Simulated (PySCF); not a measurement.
Vertical excitations of a molecule FH6NOSi2 from TDDFT-PBE/def2-SVPD (PySCF 2.14.0), as energy in eV (oscillator strength): 5.02 (0.021), 5.57 (0.007), 5.67 (0.031), 6.01 (0.003), 6.32 (0.017), 6.54 (0.042), 6.74 (0.001), 6.82 (0.045), 6.85 (0.013), 7.05 (0.013). Lowest triplet (TDA): 4.63 eV. Coordinates come from a PBE-D3(BJ)/def2-SVP optimisation. One conformer was computed; it need not be the lowest.

### Question
Which molecule gave these data?
A) N[Si@@H](F)O[SiH3]
B) N[Si@@H](O)[SiH2]F
C) O[SiH2]N[SiH2]F
D) N[Si@@H](F)[SiH2]O

### Answer
B, N[Si@@H](O)[SiH2]F
